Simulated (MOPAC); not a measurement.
Job for MOPAC: PM6 on FeC, 2S+1 = 3, a spin state set in the input, which need not be the lowest, a point of a bond scan (R = 1.774 Å).

```
PM6 1SCF PRECISE CHARGE=0 UHF MS=1 THREADS=1
CFe

Fe     0.00000000 1     0.00000000 1     0.00000000 1
C      0.00000000 1     0.00000000 1     1.77403300 1
```

The log:

```
*******************************************************************************
 **                                                                           **
 **                              MOPAC v23.2.5                                **
 **                                                                           **
 *******************************************************************************
 ** MOPAC's Digital Object Identifier: https://doi.org/10.5281/zenodo.6511958 **
 **                                                                           **
 ** Please cite the open-source release paper for use of this MOPAC version:  **
 ** J. E. Moussa and J. J. P. Stewart (2026)                                  **
 ** MOPAC: An open-source semiempirical molecular orbital program             **
 ** J. Open Source Softw., 11(119), 8025, https://doi.org/10.21105/joss.08025 **
 *******************************************************************************

                              PM6 CALCULATION RESULTS

 *******************************************************************************
 *  PM6        - The PM6 Hamiltonian to be used
 *  UHF        - UNRESTRICTED HARTREE-FOCK CALCULATION
 *
 *
 *
 *                 CHARGE ON SYSTEM = 0
 *
 *
 *
 *  MS=        - IN MECI, MAGNETIC COMPONENT OF SPIN =  1.0
 *  PRECISE    - TIGHTER CRITERIA TO BE USED
 *  1SCF       - DO 1 SCF AND THEN STOP
 *  THREADS=1  - MULTI-THREADING NOT USED
 *  T=         - A TIME OF 172800.0 SECONDS REQUESTED
 *  DUMP=N     - RESTART FILE WRITTEN EVERY 7200.0 SECONDS REQUESTED
 *******************************************************************************
PM6 1SCF PRECISE CHARGE=0 UHF MS=1 THREADS=1
 CFe

   ATOM   CHEMICAL          X               Y               Z
  NUMBER   SYMBOL      (ANGSTROMS)     (ANGSTROMS)     (ANGSTROMS)

     1      Fe          0.00000000  *   0.00000000  *   0.00000000  *
     2       C          0.00000000  *   0.00000000  *   1.77403300  *



          CARTESIAN COORDINATES

    NO.       ATOM           X           Y           Z

     1        Fe          0.0000      0.0000      0.0000
     2         C          0.0000      0.0000      1.7740

 General Reference for PM6:
 "Optimization of Parameters for Semiempirical Methods V: Modification of NDDO Approximations
 and Application to 70 Elements", J. J. P. Stewart, J. Mol. Mod., 13, 1173-1213 (2007)
 URL: https://link.springer.com/article/10.1007/s00894-007-0233-4

           Empirical Formula: C Fe  =     2 atoms



      MOLECULAR POINT GROUP   :   C*v


          UHF CALCULATION, NO. OF ALPHA ELECTRONS =    7
                           NO. OF BETA  ELECTRONS =    5

 -------------------------------------------------------------------------------
 PM6 1SCF PRECISE CHARGE=0 UHF MS=1 THREADS=1
 CFe



     1SCF WAS SPECIFIED, SO BFGS WAS NOT USED
     SCF FIELD WAS ACHIEVED


                              PM6 CALCULATION
                                                       MOPAC v23.2.5 Linux




          FINAL HEAT OF FORMATION =        192.73907 KCAL/MOL =     806.42026 KJ/MOL


          COSMO AREA              =         87.02 SQUARE ANGSTROMS
          COSMO VOLUME            =         73.22 CUBIC ANGSTROMS

          IONIZATION POTENTIAL    =          7.356714 EV
          ALPHA SOMO LUMO (EV)    =         -8.386  1.936
          BETA  SOMO LUMO (EV)    =         -7.357  0.659
          NO. OF ALPHA ELECTRONS  =          7
          NO. OF BETA  ELECTRONS  =          5
          MOLECULAR WEIGHT        =         67.8580         POINT GROUP:  C*v

          MOLECULAR DIMENSIONS (Angstroms)

            Atom       Atom       Distance
            C     2   Fe     1     1.77403
            C     2   Fe     1     0.00000
           Fe     1    C     2     0.00000


          SCF CALCULATIONS        =          1





   ATOM   CHEMICAL          X               Y               Z
  NUMBER   SYMBOL      (ANGSTROMS)     (ANGSTROMS)     (ANGSTROMS)

     1      Fe          0.00000000  *   0.00000000  *   0.00000000  *
     2       C          0.00000000  *   0.00000000  *   1.77403300  *

                             CARTESIAN COORDINATES

   1   Fe        0.000000000     0.000000000     0.000000000
   2    C        0.000000000     0.000000000     1.774033000


           Empirical Formula: C Fe  =     2 atoms



      MOLECULAR POINT GROUP   :   C*v


          ALPHA EIGENVALUES
 -19.10948 -13.39162 -13.39162 -12.33342 -11.50359  -9.98473  -8.38643   1.93613
   2.44025   2.44025   2.79210   3.11963   3.11963


           BETA EIGENVALUES
 -17.74108  -9.38216  -9.38216  -9.32353  -7.35671   0.65904   4.26273   4.26273
   4.65629   4.80692   4.80692   5.07321   5.69876


              NET ATOMIC CHARGES AND DIPOLE CONTRIBUTIONS

  ATOM NO.   TYPE          CHARGE      No. of ELECS.   s-Pop       p-Pop       d-Pop
    1         Fe          -0.113367        8.1134     1.96844     0.00260     6.14233
    2          C           0.113367        3.8866     1.76804     2.11860
 DIPOLE           X         Y         Z       TOTAL
 POINT-CHG.     0.000     0.000     0.966     0.966
 HYBRID         0.000     0.000    -1.123     1.123
 SUM            0.000     0.000    -0.157     0.157


          ATOMIC ORBITAL ELECTRON POPULATIONS

     Atom    s        px        py        pz      x^2-y^2     xz        z^2       yz        xy
    1 Fe   1.96844   0.00020   0.00020   0.00221   2.00000   1.05890   1.02454   1.05890   1.00000
    2  C   1.76804   0.94091   0.94091   0.23678


                    (SZ)    =    1.000000
                    (S**2)  =    3.397470


          ATOMIC ORBITAL SPIN POPULATIONS

    Atom   Total    s     px     py     pz   x^2-y^2  xz     z^2    yz     xy
         Atomic
    1 Fe  3.3867 -0.006 -0.000 -0.000  0.000  0.000  0.812  0.769  0.812  1.000
    2  C -1.3867  0.004 -0.812 -0.812  0.233

 **********************
 *                    *
 * JOB ENDED NORMALLY *
 *                    *
 **********************




 == MOPAC DONE ==
```

The run finished. Its determinant has ⟨S²⟩ = 3.40, a mixture of spin states.

Cost: roughly 0.03 core-seconds.
